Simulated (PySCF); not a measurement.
PySCF job for Si(Cl)2(Me)(NH2) (CH₅Cl₂NSi), SMILES C[Si](N)(Cl)Cl, PBE-D3(BJ)/def2-SVP. Coordinates come from a PBE-D3(BJ)/def2-SVP optimisation. This is a generated structure with no PubChem entry under its InChIKey; it may be hypothetical. The values are those of a single conformer.

```python
import numpy as np
from pyscf import gto, scf, dft, df
from pyscf.hessian import thermo

mol = gto.M(
    atom='''
    C     1.65871052   -1.18463560    0.35337220
    Si    0.03521925   -0.35210103   -0.02652476
    N    -1.18117014   -1.51065294   -0.42341900
    Cl    0.38301717    1.07177720   -1.52811221
    Cl   -0.67873921    0.69486006    1.62162674
    H     1.53731938   -1.89138780    1.19775999
    H     2.02427355   -1.74392877   -0.53198417
    H     2.42388425   -0.43022278    0.62087086
    H    -2.15108689   -1.18679547   -0.47793718
    H    -0.98425719   -2.16870018   -1.18341025
    ''',
    basis='def2-SVP',
    charge=0,
    spin=0,
    max_memory=1600,
    verbose=3,
)
mf = dft.RKS(mol, xc='pbe').density_fit(auxbasis='def2-universal-jkfit')
mf.disp = 'd3bj'
mf.grids.level = 3
mf.conv_tol = 1e-11
mf.max_cycle = 100
mf.kernel()

# [left out here: the lines that compute and print the analytic Hessian (its translational invariance restored by hand, since the grid's response is missing), thermochemistry and intensities]
```

Output:

```
converged SCF energy = -1304.81569126938

WARN: DFTD3 does not support analytical Hessian, using finite difference


WARN: Mole.unit (angstrom) is changed to Bohr

Mode                                 0                   1                   2
Irrep
Freq [cm^-1]                      129.9024            145.7852            157.9825
Reduced mass [au]                   2.0588              1.1046              3.0666
Force const [Dyne/A]                0.0205              0.0138              0.0451
Char temp [K]                     186.9006            209.7524            227.3016
Normal mode                   x     y     z       x     y     z       x     y     z
       0   C                -0.03 -0.08  0.00    0.00  0.03  0.02    0.04 -0.01 -0.14
       1  Si                -0.00 -0.02  0.00   -0.01  0.01  0.00    0.00 -0.01  0.01
       2   N                 0.04 -0.06 -0.02   -0.02  0.02 -0.01   -0.01 -0.02  0.10
       3  Cl                -0.04  0.03  0.05    0.00 -0.02 -0.02    0.04  0.00  0.04
       4  Cl                 0.03  0.05 -0.04    0.01 -0.01  0.02   -0.06  0.02 -0.03
       5   H                -0.09 -0.17 -0.08   -0.11 -0.35 -0.31    0.13 -0.16 -0.25
       6   H                 0.01  0.01 -0.04    0.31  0.48 -0.13   -0.01  0.14 -0.26
       7   H                -0.03 -0.13  0.13   -0.17  0.02  0.55    0.04 -0.03 -0.09
       8   H                 0.06 -0.07 -0.39   -0.01  0.05 -0.01   -0.03 -0.06  0.24
       9   H                 0.26 -0.30  0.25   -0.03  0.04 -0.03   -0.09 -0.03  0.08
Mode                                 3                   4                   5
Irrep
Freq [cm^-1]                      207.1225            223.4331            245.9193
Reduced mass [au]                   2.3334              3.4933              3.5784
Force const [Dyne/A]                0.0590              0.1028              0.1275
Char temp [K]                     298.0032            321.4705            353.8231
Normal mode                   x     y     z       x     y     z       x     y     z
       0   C                 0.02 -0.03  0.08   -0.02 -0.13  0.00   -0.06  0.00  0.04
       1  Si                 0.04 -0.04 -0.02    0.07  0.05  0.02   -0.02  0.03 -0.05
       2   N                -0.02 -0.01  0.03    0.08  0.04  0.03   -0.01 -0.05  0.13
       3  Cl                -0.04  0.04  0.04   -0.03  0.01 -0.05    0.04  0.06 -0.04
       4  Cl                 0.02  0.00 -0.07   -0.05 -0.01  0.02    0.01 -0.05  0.00
       5   H                -0.08 -0.03  0.07   -0.17 -0.18 -0.07   -0.18  0.04  0.05
       6   H                 0.12 -0.04  0.13   -0.11 -0.13 -0.04    0.01 -0.04  0.10
       7   H                -0.01 -0.03  0.17    0.13 -0.30  0.08   -0.06 -0.02  0.10
       8   H                -0.03  0.03  0.41    0.07  0.03  0.09   -0.03 -0.13  0.11
       9   H                -0.27  0.21 -0.22    0.05  0.13 -0.06   -0.00 -0.25  0.30
Mode                                 6                   7                   8
Irrep
Freq [cm^-1]                      278.5201            445.4398            463.0421
Reduced mass [au]                   2.2647              1.5253              7.1974
Force const [Dyne/A]                0.1035              0.1783              0.9092
Char temp [K]                     400.7284            640.8887            666.2145
Normal mode                   x     y     z       x     y     z       x     y     z
       0   C                 0.07 -0.00  0.02   -0.01  0.00  0.00    0.08 -0.05  0.02
       1  Si                 0.06 -0.01  0.00    0.00  0.02 -0.02    0.01 -0.09  0.00
       2   N                -0.07  0.12  0.04    0.04  0.10 -0.09   -0.04 -0.03 -0.05
       3  Cl                -0.02 -0.00 -0.00   -0.01 -0.03  0.02    0.01  0.06 -0.06
       4  Cl                -0.02 -0.04 -0.03    0.00  0.00  0.00   -0.03  0.05  0.06
       5   H                 0.11  0.03  0.05   -0.04  0.00 -0.00    0.14 -0.04  0.04
       6   H                 0.10 -0.01  0.04    0.00 -0.00  0.01    0.13 -0.03  0.03
       7   H                 0.03  0.05 -0.01    0.00 -0.01  0.02    0.01  0.02  0.00
       8   H                 0.02  0.34 -0.29   -0.13 -0.37  0.47   -0.06 -0.07  0.09
       9   H                -0.05 -0.22  0.35   -0.08 -0.39  0.32   -0.12 -0.16  0.05
Mode                                 9                  10                  11
Irrep
Freq [cm^-1]                      550.8905            701.7625            734.8903
Reduced mass [au]                   7.3293              2.6453              1.4390
Force const [Dyne/A]                1.3105              0.7676              0.4579
Char temp [K]                     792.6087           1009.6800           1057.3435
Normal mode                   x     y     z       x     y     z       x     y     z
       0   C                 0.01  0.00 -0.03   -0.15  0.08 -0.01    0.07  0.06  0.08
       1  Si                 0.04  0.01 -0.13    0.06 -0.07  0.01   -0.01  0.03 -0.01
       2   N                -0.00 -0.03  0.02    0.05  0.00 -0.01   -0.04 -0.07 -0.04
       3  Cl                -0.01 -0.04  0.04    0.00  0.01 -0.01    0.00 -0.00  0.00
       4  Cl                -0.03  0.04  0.06   -0.00  0.01  0.01    0.01 -0.00 -0.00
       5   H                -0.16  0.08  0.01   -0.15  0.03 -0.06   -0.01 -0.16 -0.12
       6   H                 0.13 -0.09  0.08   -0.30  0.13 -0.10   -0.39  0.06 -0.13
       7   H                -0.00 -0.01  0.06   -0.11  0.06 -0.07    0.46 -0.32  0.01
       8   H                 0.06  0.15 -0.08    0.14  0.29  0.06    0.03  0.16 -0.01
       9   H                -0.06  0.03 -0.05   -0.21 -0.13  0.04   -0.27 -0.20  0.02
Mode                                12                  13                  14
Irrep
Freq [cm^-1]                      784.6659            855.7059            881.3579
Reduced mass [au]                   1.4354              1.5150              4.5009
Force const [Dyne/A]                0.5207              0.6536              2.0599
Char temp [K]                    1128.9595           1231.1702           1268.0777
Normal mode                   x     y     z       x     y     z       x     y     z
       0   C                 0.04  0.07 -0.10   -0.02  0.06  0.03   -0.04 -0.03 -0.02
       1  Si                -0.00 -0.02  0.05    0.06 -0.04 -0.02    0.09  0.07  0.04
       2   N                -0.02 -0.01 -0.02   -0.09  0.03  0.02   -0.11 -0.11 -0.05
       3  Cl                 0.01  0.00 -0.00   -0.00  0.00  0.00   -0.00 -0.00  0.00
       4  Cl                 0.00  0.00 -0.01   -0.00  0.00  0.01   -0.00 -0.00 -0.00
       5   H                -0.61  0.24 -0.04   -0.09 -0.05 -0.07    0.04  0.06  0.05
       6   H                 0.17 -0.27  0.18   -0.27  0.08 -0.09    0.09  0.03  0.00
       7   H                 0.15 -0.17  0.24    0.14 -0.08 -0.03   -0.21  0.15 -0.03
       8   H                -0.03 -0.01 -0.02   -0.24 -0.48 -0.11   -0.12 -0.13 -0.03
       9   H                -0.01 -0.04  0.01    0.40  0.22 -0.03   -0.19 -0.16 -0.03
Mode                                15                  16                  17
Irrep
Freq [cm^-1]                     1222.8856           1374.7840           1377.6654
Reduced mass [au]                   1.2777              1.0467              1.0478
Force const [Dyne/A]                1.1258              1.1656              1.1717
Char temp [K]                    1759.4601           1978.0080           1982.1537
Normal mode                   x     y     z       x     y     z       x     y     z
       0   C                 0.12 -0.06  0.03   -0.02 -0.05 -0.01    0.01  0.00 -0.06
       1  Si                -0.01  0.00 -0.00   -0.00 -0.01 -0.00    0.00 -0.00 -0.01
       2   N                 0.01  0.00  0.00   -0.00 -0.00 -0.00    0.00  0.00  0.00
       3  Cl                 0.00 -0.00  0.00    0.00  0.00  0.00   -0.00  0.00  0.00
       4  Cl                 0.00 -0.00 -0.00    0.00  0.00 -0.00    0.00 -0.00  0.00
       5   H                -0.49  0.10  0.06   -0.07  0.46  0.41    0.38  0.24  0.21
       6   H                -0.39  0.13 -0.29    0.19  0.55 -0.29   -0.40 -0.17 -0.10
       7   H                -0.32  0.39 -0.06    0.23 -0.29 -0.02   -0.17 -0.07  0.68
       8   H                 0.01  0.01 -0.00    0.00  0.01  0.02   -0.01 -0.03 -0.02
       9   H                -0.01 -0.00  0.00    0.03  0.01  0.00   -0.02  0.01 -0.01
Mode                                18                  19                  20
Irrep
Freq [cm^-1]                     1487.9335           2983.9824           3084.7454
Reduced mass [au]                   1.1171              1.0354              1.1017
Force const [Dyne/A]                1.4572              5.4317              6.1768
Char temp [K]                    2140.8051           4293.2863           4438.2618
Normal mode                   x     y     z       x     y     z       x     y     z
       0   C                -0.00 -0.00  0.00    0.04 -0.03  0.00   -0.00  0.03  0.08
       1  Si                -0.00 -0.01  0.00   -0.00  0.00 -0.00   -0.00  0.00  0.00
       2   N                 0.06  0.04  0.04    0.00  0.00  0.00   -0.00 -0.00 -0.00
       3  Cl                 0.00  0.00 -0.00    0.00 -0.00  0.00    0.00  0.00 -0.00
       4  Cl                -0.00  0.00  0.00    0.00 -0.00 -0.00    0.00 -0.00 -0.00
       5   H                -0.02  0.01  0.00    0.07  0.35 -0.42    0.05  0.31 -0.35
       6   H                 0.03  0.02  0.00   -0.20  0.31  0.51    0.24 -0.37 -0.58
       7   H                 0.02 -0.02 -0.03   -0.35 -0.36 -0.12   -0.27 -0.26 -0.08
       8   H                -0.09 -0.46 -0.47   -0.00  0.00  0.00    0.00 -0.00 -0.00
       9   H                -0.65  0.01 -0.14    0.00 -0.00 -0.00   -0.00  0.00  0.00
Mode                                21                  22                  23
Irrep
Freq [cm^-1]                     3099.3467           3477.9053           3574.6277
Reduced mass [au]                   1.1035              1.0502              1.0949
Force const [Dyne/A]                6.2452              7.4846              8.2431
Char temp [K]                    4459.2698           5003.9314           5143.0935
Normal mode                   x     y     z       x     y     z       x     y     z
       0   C                -0.04 -0.07  0.02    0.00 -0.00  0.00    0.00 -0.00  0.00
       1  Si                -0.00 -0.00  0.00    0.00  0.00 -0.00   -0.00  0.00  0.00
       2   N                 0.00  0.00 -0.00   -0.04 -0.02 -0.04   -0.06  0.04  0.03
       3  Cl                 0.00  0.00 -0.00    0.00  0.00 -0.00   -0.00  0.00  0.00
       4  Cl                 0.00  0.00 -0.00   -0.00  0.00  0.00    0.00 -0.00 -0.00
       5   H                 0.06  0.39 -0.48    0.00  0.00 -0.00    0.00  0.00 -0.00
       6   H                -0.02  0.00  0.03   -0.00  0.00  0.00    0.00 -0.00 -0.00
       7   H                 0.49  0.48  0.18    0.00  0.00  0.00    0.00  0.00  0.00
       8   H                -0.00  0.00 -0.00    0.63 -0.21  0.01    0.67 -0.21  0.04
       9   H                 0.00 -0.00  0.00   -0.15  0.47  0.52    0.12 -0.42 -0.48
temperature 298.1500 [K]
pressure 101325.00 [Pa]
Rotational constants [GHz] 2.56037 1.83138 1.56287
Symmetry number 1
Zero-point energy (ZPE) 0.06491 [Eh]   170409.812 [J/mol]
                           tot       elec      trans        rot        vib
Entropy [J/mol/K]       366.238      0.000    169.456    117.882     78.900
Cv [J/mol/K]            110.870      0.000     12.472     12.472     85.926
Cp [J/mol/K]            119.184      0.000     20.786     12.472     85.926
Internal energy [J/mol]                      3718.434   3718.434 183895.175
Internal energy [Eh]   -1304.74282  -1304.81569
Enthalpy [J/mol]                             6197.391   3718.434 183895.175
Enthalpy [Eh]          -1304.74187
Gibbs free energy [J/mol]                  -44326.013 -31428.091 160371.139
Gibbs free energy [Eh] -1304.78346
mode   freq/cm-1   IR/(km/mol)
   1      129.90        10.305
   2      145.79         0.736
   3      157.98         2.143
   4      207.12         0.591
   5      223.43         7.038
   6      245.92         6.517
   7      278.52        21.473
   8      445.44       112.293
   9      463.04        66.908
  10      550.89       168.740
  11      701.76        41.095
  12      734.89         8.559
  13      784.67        79.631
  14      855.71        96.929
  15      881.36       130.947
  16     1222.89        28.216
  17     1374.78         4.672
  18     1377.67         3.222
  19     1487.93        48.281
  20     2983.98         0.416
  21     3084.75         1.062
  22     3099.35         0.389
  23     3477.91        30.379
  24     3574.63        29.865
max |gradient| / (hartree/bohr): 5.5736253484942315e-05
APT charges: [-0.3986  1.853  -0.807  -0.5888 -0.5311  0.0313  0.0281  0.0445  0.1868
  0.1819]
```

The run converged.
